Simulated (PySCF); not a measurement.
**Yb²⁺ (ytterbium, charge +2) across methods**

[Xe] 4f13 5d1, one real determinant (an excited configuration). All numbers are calculated (PySCF 2.14, the spin-free X2C one-electron Hamiltonian (Gaussian nucleus), in x2c-TZVPPall (11s7p7d4f2g, 113 functions)).

```csv
method,E (hartree),mean ε 4f α (eV),mean ε 4f β (eV),mean ε 5d α (eV),Σ⟨r²⟩ (bohr²),⟨S²⟩
PBE,-14058.82,-24.621,-23.714,-15.854,39.27,2.000
UHF,-14053.95065,-37.083,-35.580,-19.682,38.94,2.002
PBE0,-14058.60,-27.924,-26.876,-16.977,39.05,2.001
```

Estimate the same row for LDA.

E (hartree) = -14049.41; mean ε 4f α (eV) = -24.996; mean ε 4f β (eV) = -24.045; mean ε 5d α (eV) = -15.856; Σ⟨r²⟩ (bohr²) = 39.25; ⟨S²⟩ = 2.000.

⟨L²⟩ = 18.01 against 30 for a pure H term, so this real determinant mixes terms. Spin-orbit coupling, absent here, splits the open shell strongly.
